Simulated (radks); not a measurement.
The numbers below are computed, except where a source is named.
Question: Neutral zinc, [Ar] 3d10 4s2. Code: a radial shooting solver on a logarithmic mesh with Libxc functionals. Model: non-relativistic Kohn-Sham, r2SCAN, spin-polarised, spherical densities, point nucleus; meta-GGA in the generalised Kohn-Sham scheme. Every spin shell is full or empty, so the densities are truly spherical. Functionals are evaluated on that one density, not self-consistently. Rank these orbital-free kinetic functionals by their error against the exact value of the orbitals, and give that value: Thomas-Fermi, von Weizsacker, TF + vW, TF + vW/9, TF + vW/5, LC94, revAPBEK, Perdew 92, Thakkar, Pearson, PG1, DePristo-Kress, Ernzerhof.

Answer: Exact: 1778.17 hartree. From best to worst, with 100 (|E| - |E exact|)/|E exact| (equal figures are ties): LC94 -0.08, DePristo-Kress -0.17, revAPBEK +0.25, Ernzerhof -0.46, Thakkar -0.53, Perdew 92 -0.83, TF + vW/9 -0.85, Pearson -1.27, TF + vW/5 +3.54, Thomas-Fermi -6.33, PG1 +18.52, TF + vW +43.05, von Weizsacker -50.62.
